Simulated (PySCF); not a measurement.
$^{15}$N chemical shifts

Theoretical values (PySCF 2.14): shielding tensors at PBE0/pcSseg-1 (GIAO), geometry: GFN2-xTB. Equivalent nuclei averaged, no relativistic terms, a single conformation, in vacuum.

Shieldings were converted by a linear fit to measured shifts: $^{15}$N: δ = -148.07 − 0.921σ (rms 6.3 ppm, 71 shifts vs CH3NO2, solution or neat liquid). Occasional misses reach two or three times the rms, and more in compound classes unlike the fitted ones.

Give the $^{15}$N shifts of `C=C/C=N\N=C(/C=C)CC`, `COc1cnc(F)nc1`, `N#Cc1csc(C(=O)Cl)c1`, `C=CCN(N)[SiH](C)C`, `CCn1nccc1C1CC1`.

## Answers


```
                                                               compound                             environment  δ (ppm)
[CH2:1]=[CH:2]/[CH:3]=[N:4]\[N:5]=[C:6](/[CH:7]=[CH2:8])[CH2:9][CH3:10]                      N4: imine nitrogen    -37.9
[CH2:1]=[CH:2]/[CH:3]=[N:4]\[N:5]=[C:6](/[CH:7]=[CH2:8])[CH2:9][CH3:10]                      N5: imine nitrogen    -45.2
                                                          COc1cnc(F)nc1        pyridine-type ring nitrogen (×2)   -119.2
                                                    N#Cc1csc(C(=O)Cl)c1                        nitrile nitrogen    -99.3
             [CH2:1]=[CH:2][CH2:3][N:4]([NH2:5])[SiH:6]([CH3:7])[CH3:8]           N5: nitrogen bonded to O or N   -320.6
             [CH2:1]=[CH:2][CH2:3][N:4]([NH2:5])[SiH:6]([CH3:7])[CH3:8]           N4: nitrogen bonded to O or N   -331.7
     [CH3:1][CH2:2][n:3]1[n:4][cH:5][cH:6][c:7]1[CH:8]1[CH2:9][CH2:10]1  N4: pyridine-type nitrogen of an azole    -78.1
     [CH3:1][CH2:2][n:3]1[n:4][cH:5][cH:6][c:7]1[CH:8]1[CH2:9][CH2:10]1          N3: pyrrole-type ring nitrogen   -174.9
```
